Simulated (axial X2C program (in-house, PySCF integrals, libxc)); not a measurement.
**Potential curves of ZrN⁻, two-component**

All values were computed with an in-house relativistic program for diatomic molecules. Two-component (2c) means X2C with spin–orbit coupling and atomic mean-field two-electron Coulomb and Gaunt terms. Basis: Zr dyall-acv3z [12s13p10d6f3g], N dyall-av3z [7s7p3d2f] (cores contracted in-house); Gaussian nuclei, density fitting, unrestricted open shells. Masses: Zr 89.905 u, N 14.003 u.

State: Ω = 0 (closed shell). Energies in eV from the fragments at the same level (Zr- + N). Fits are polynomials in 1 − R0/R over 0.85 to 1.23 times the lowest point R0.

```
 R (Å)      MP2       HF     CCSD
1.5497  -7.2005  -1.7842  -5.7760
1.6008  -7.7672  -2.1056  -6.2460
1.6519  -8.1410  -2.2432  -6.5225
1.7030  -8.3559  -2.2310  -6.6408
1.7626  -8.4447  -2.0652  -6.6183
1.8222  -8.3961  -1.7715  -6.4605
1.8988  -8.1840  -1.2546  -6.1109
```

Correlated methods: 10 electrons correlated (number of frozen shells: Zr 4 s, 3 p, 1 d; N 1 s), 326 virtual spin orbitals or spinors in MP2, 90 natural virtuals in coupled cluster.

One determinant describes the state; a PBE0 search over occupations chose it and may have missed a lower one. The closed shell is kept restricted, so the energy runs too high when the bond is stretched far. De is counted from the lowest determinant-based energies of the atoms at the same level, without counterpoise correction. CCSD ran in a truncated set of natural virtual spinors with an MP2 remainder; without triples it tends to underbind. The outer-core s and p shells of the metal are frozen in the correlated rows, which leaves out core–valence correlation; for alkali and alkaline-earth bonds that tends to lengthen them. The T1 diagnostic is large, a sign of multireference character. With the outer-core shells frozen, correlated bond lengths of heavy atoms tend to come out a few hundredths of an ångström too long. Hartree–Fock gets electron affinities wrong, so its lowest charge split need not be the true one. Coupled cluster ran on the points near the minimum only. MP2 and coupled cluster on one determinant become unreliable at the stretched end.

(1) What are Re, ωe and De at the MP2 level?

(2) What are Re, ωe and De at the HF level?

(3) What are Re, ωe and De at the CCSD level?

Results:

(1) At MP2, 2c: Re = 1.769 Å, ωe ≈ 917 cm⁻¹, De = 8.45 eV to Zr- + N; Be follows as 0.445 cm⁻¹.

(2) At HF, 2c: Re = 1.672 Å, ωe ≈ 1090 cm⁻¹, De = 2.25 eV to Zr- + N; Be follows as 0.497 cm⁻¹.

(3) At CCSD, 2c: Re = 1.724 Å, ωe ≈ 1000 cm⁻¹, De = 6.65 eV to Zr- + N; Be follows as 0.468 cm⁻¹.
